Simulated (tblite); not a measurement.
Li2 (SMILES [Li][Li]), singlet, geometry from GFN2-xTB (such geometries of metal compounds can be far from the true shape); GFN1-xTB (tblite).

Here is a job for tblite.
```
$ tblite run mol.xyz --method gfn1 --charge 0 --spin 0 --grad --json tblite.json --no-restart

# file mol.xyz
2

Li    -0.00000000    -0.00000000    -1.14955728
Li     0.00000000     0.00000000     1.14955728
```

The log (banner, timings and long lists left out):

```
xTB calculator
 | screened Coulomb repulsion
 | Coulomb electrostatics
 |  * isotropic Klopman-Ohno-Mataga-Nishimoto electrostatics
 |  * onsite third-order electrostatics
 | DFT-D3(BJ) dispersion correction

halogen bonding energy    0.0000000000000E+00 Eh
repulsion energy          3.9606672945211E-03 Eh
dispersion energy        -1.8548434345781E-04 Eh
number of electrons       2.0000000000000E+00 e
integral cutoff           4.0000000000000E+01 bohr

------------------------------------------------------------
  cycle        total energy    energy error   density error
------------------------------------------------------------
      1    -0.7055432270065  -7.0931841E-01   1.6314774E-01
      2    -0.7055432379079  -1.0901420E-08   9.7832057E-02
      3    -0.7055432440272  -6.1192891E-09   5.8940836E-06
------------------------------------------------------------

electronic energy        -7.0931842697827E-01 Eh
total energy             -7.0554324402721E-01 Eh

Post processing:
 | Mayer-Wiberg bond orders

[Info] Tight-binding results written to 'tblite.txt'
[Info] JSON dump of results written to 'tblite.json'
```
